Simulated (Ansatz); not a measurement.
Total energies of C2H7ClGe, SMILES `[CH3][GeH]([CH3])[Cl]`.

```json
{"atom": "C1", "x (Å)": "0.508", "y (Å)": "0.666", "z (Å)": "1.441"}
{"atom": "Ge2", "x (Å)": "-0.124", "y (Å)": "0.558", "z (Å)": "-0.392"}
{"atom": "C3", "x (Å)": "-0.566", "y (Å)": "-1.250", "z (Å)": "-0.947"}
{"atom": "Cl4", "x (Å)": "1.517", "y (Å)": "1.216", "z (Å)": "-1.657"}
{"atom": "H5", "x (Å)": "1.367", "y (Å)": "0.009", "z (Å)": "1.576"}
{"atom": "H6", "x (Å)": "-0.284", "y (Å)": "0.360", "z (Å)": "2.129"}
{"atom": "H7", "x (Å)": "0.805", "y (Å)": "1.688", "z (Å)": "1.677"}
{"atom": "H8", "x (Å)": "-1.274", "y (Å)": "1.545", "z (Å)": "-0.667"}
{"atom": "H9", "x (Å)": "0.296", "y (Å)": "-1.902", "z (Å)": "-0.803"}
{"atom": "H10", "x (Å)": "-1.401", "y (Å)": "-1.630", "z (Å)": "-0.355"}
{"atom": "H11", "x (Å)": "-0.845", "y (Å)": "-1.262", "z (Å)": "-2.001"}
```

Charge 0, multiplicity 1. Correlated methods include outer-core shells of Ge, which these sets cover unevenly. Scalar relativity is left out up to krypton. The geometry is a stationary point of PBE0-D4/def2-TZVP. Basis def2-TZVPP, Ansatz 0.2.0.

RPA on PBE orbitals: Hartree–Fock energy of these orbitals -2614.73019 Eh, correlation -1.33539 Eh (frozen core).

| functional | energy without D4 (Eh) | D4 term (kJ/mol) |
| --- | --- | --- |
| LDA (SPW92) | -2612.30338 | – |
| PBE | -2617.10840 | -21.9 |
| revPBE | -2617.46198 | -61.8 |
| BLYP | -2617.72790 | -47.2 |
| B97M-V | -2617.23275 | – |
| PBE0 | -2617.22096 | -18.7 |
| r2SCANh | -2617.63398 | -5.8 |
| r2SCAN0 | -2617.61864 | -6.4 |
| HSE06 (plane-wave form) | -2617.20831 | -17.5 |
| BHLYP | -2617.66239 | -28.2 |
| CAM-B3LYP | -2617.81995 | -19.1 |
| LC-ωPBE | -2617.29396 | – |
| ωB97X-V | -2617.45651 | – |
| PBE-QIDH | -2616.80460 | – |

Task: Give the same for r2SCAN, B3LYP, ωB97M-V, B2PLYP. (Best estimate.)

Result: The calculation gave: 
| functional | energy without D4 (Eh) | D4 term (kJ/mol) |
| --- | --- | --- |
| r2SCAN | -2617.64505 | -5.4 |
| B3LYP | -2617.80383 | -35.3 |
| ωB97M-V | -2617.53961 | – |
| B2PLYP | -2617.15666 | – |

B3LYP takes the VWN-RPA correlation (the form of Gaussian; ORCA's B3LYP/G). HSE06 is the plane-wave form, built on full-range PBE exchange. The double hybrids freeze the cores in their second-order part.

LC-ωPBE has ω = 0.4 bohr⁻¹.
